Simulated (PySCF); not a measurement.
Match the calculated data to a structure.

All candidates are C6H7NO.

* NMR, other nuclei: isotropic shieldings of nuclei other than C and H, by class: -67 (1 N), -132 (1 O) ppm [GIAO PBE0/pcSseg-1]
* 1H NMR: chemical shifts (computed TMS as zero) by class: 8.44 (1 H), 7.43 (1 H), 7.30 (1 H), 6.98 (1 H), 2.53 (3 H) ppm [GIAO PBE0/pcSseg-1]
* UV, strongest line: among the 8 lowest singlet transitions: S8 at 6.87 eV (180 nm, f = 0.413) [TDDFT CAM-B3LYP/def2-SVPD]
* Rotational structure: rotational constants A, B, C: 3.583, 2.315, 1.419 GHz [GFN2-xTB]
* Polarisability: 83.2 au [CAM-B3LYP/def2-SVPD]
* UV, first state: lowest singlet excitation: 4.57 eV (272 nm, f = 0.037) [TDDFT CAM-B3LYP/def2-SVPD]
* Couplings: largest of the computed one-bond spin–spin couplings (means over like bonds): 13C–1H +190.2, 13C–1H +171.7, 13C–1H +170.6, 13C–1H +168.9, 13C–1H +136.3 (×3), 13C–13C +70.0, 13C–13C +67.2, 13C–13C +60.6 Hz [B3LYP/pcJ-1, spin–dipole term left out]
* Dipole: 3.99 D [CAM-B3LYP/def2-SVPD]
* 13C NMR: chemical shifts (computed TMS as zero) by class: 154.9 (1 C), 144.0 (1 C), 131.8 (1 C), 129.9 (1 C), 124.4 (1 C), 21.7 (1 C) ppm [GIAO PBE0/pcSseg-1]
* Triplet: lowest triplet excitation (Tamm–Dancoff): 2.78 eV [TDA CAM-B3LYP/def2-SVPD]

Electronic properties: PySCF, gas phase, density fitting. Levels stand in brackets. Geometry: GFN2-xTB; no solvent, vibrations or thermal averaging. NMR values are class means; diastereotopic atoms form classes of their own.

Question: Which candidate is it?
A. `COc1cccnc1`
B. `Cc1cc(O)ccn1`
C. `Cc1cccc[n+]1[O-]`

Answer: C. It is `Cc1cccc[n+]1[O-]`. Numbering: `[CH3:1][c:2]1[cH:3][cH:4][cH:5][cH:6][n+:7]1[O-:8]`. Its formula, C6H7NO, gives 4 degrees of unsaturation: 1 ring and 3 π bonds in the structure found (Kekulé form). 6 carbons fall into 6 classes; from least to most shielded: substituted aromatic carbon [C2] (154.9 ppm), aromatic CH next to a ring nitrogen [C6] (144.0 ppm), aromatic CH carbon [C3] (131.8 ppm), aromatic CH carbon [C5] (129.9 ppm), aromatic CH carbon [C4] (124.4 ppm), benzylic-type carbon [C1] (21.7 ppm). Hydrogen classes from least to most shielded: 1 H on an aromatic CH next to a ring nitrogen, C6 (8.44 ppm), 1 H on an aromatic CH carbon, C3 (7.43 ppm), 1 H on an aromatic CH carbon, C5 (7.30 ppm), 1 H on an aromatic CH carbon, C4 (6.98 ppm), 3 H on a benzylic-type carbon, C1 (2.53 ppm, a mean of values up to 0.7 ppm apart in this geometry). The other shieldings belong to: -67 ppm, N-oxide nitrogen [N7]; -132 ppm, N-oxide oxygen [O8]. The couplings run between: +190.2 Hz, aromatic CH next to a ring nitrogen [C6] and its hydrogen; +171.7 Hz, aromatic CH carbon [C4] and its hydrogen; +170.6 Hz, aromatic CH carbon [C5] and its hydrogen; +168.9 Hz, aromatic CH carbon [C3] and its hydrogen; +136.3 Hz, benzylic-type carbon [C1] and its hydrogen (with 2 like pairs); +70.0 Hz, substituted aromatic carbon [C2] and aromatic CH carbon [C3]; +67.2 Hz, aromatic CH carbon [C5] and aromatic CH next to a ring nitrogen [C6]; +60.6 Hz, aromatic CH carbon [C3] and aromatic CH carbon [C4]. The optimised geometry has point group Cs and is an asymmetric top.

The others, at the same levels:
- `Cc1cc(O)ccn1` fails: its computed 13C shifts are 169.9 (1 C), 166.1 (1 C), 155.7 (1 C), 113.4 (1 C), 111.0 (1 C), 27.3 (1 C) ppm, 1H shifts are 8.54 (1 H), 6.92 (1 H), 6.33 (1 H), 4.47 (1 H), 2.71 (3 H) ppm and rotational constant A is 3.943 GHz (against 3.583 GHz).
- `COc1cccnc1` fails: its computed 13C shifts are 161.9 (1 C), 147.9 (1 C), 135.7 (1 C), 130.6 (1 C), 128.8 (1 C), 56.3 (1 C) ppm, 1H shifts are 8.58 (1 H), 8.38 (1 H), 7.50 (1 H), 7.37 (1 H), 4.01 (3 H) ppm and rotational constant A is 5.223 GHz (against 3.583 GHz).

Each candidate is one conformer, not necessarily the lowest. The conformers computed, where there is a choice (atom-mapped SMILES and torsion angles):
- `[CH3:1][c:2]1[cH:3][c:4]([OH:5])[cH:6][cH:7][n:8]1`: H–O5–C4–C3 180°
- `[CH3:1][O:2][c:3]1[cH:4][cH:5][cH:6][n:7][cH:8]1`: C1–O2–C3–C4 180°
